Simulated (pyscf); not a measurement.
Structures and frequencies: ωB97X-D3(BJ)/def2-SVP in PySCF. Correlated levels are frozen-core, on RHF or UHF. ΔMP2 is the change of the MP2 total energy from the triple- to the quadruple-zeta basis.

SMILES: B[NH][GeH3]
```xyz
9

B      0.8226    -0.0468     0.1878
N     -0.2035    -0.9886     0.3375
Ge    -1.6945    -0.8175     1.4271
H      1.7462    -0.2813    -0.5622
H      0.7708     0.9914     0.8127
H     -0.1327    -1.8485    -0.1996
H     -2.9636    -0.8965     0.5624
H     -1.7093    -1.9681     2.4472
H     -1.5791     0.5398     2.1221
```

Question: How much does it cost (ΔH, 298 K, CCSD(T)/def2-TZVPP + ΔMP2(QZVPP)) to split H₂B–NH–GeH₃ at its Ge–N bond into [H₂B–NH]• + GeH₃•?

Answer: Ge–N to [H₂B–NH]• + GeH₃•: 392.7 kJ/mol. The radicals are drawn with the spin at the cut bond; how far it spreads was not checked. [H₂B–NH]• lies 34.7 kJ/mol over its isomer [HB–NH₂]•, and others may lie lower still (electronic energy, ωB97M-D3(BJ)). The CCSD(T) − MP2 part came from Ansatz, without density fitting, on the same reference. The frozen core leaves the outer d or s,p core shells of the metals and heavy elements correlated in the MP2 and CC values, and def2-TZVPP describes them poorly, which can shift differences by a few kcal/mol. Elements up to Kr have no core potential and no relativistic terms here.
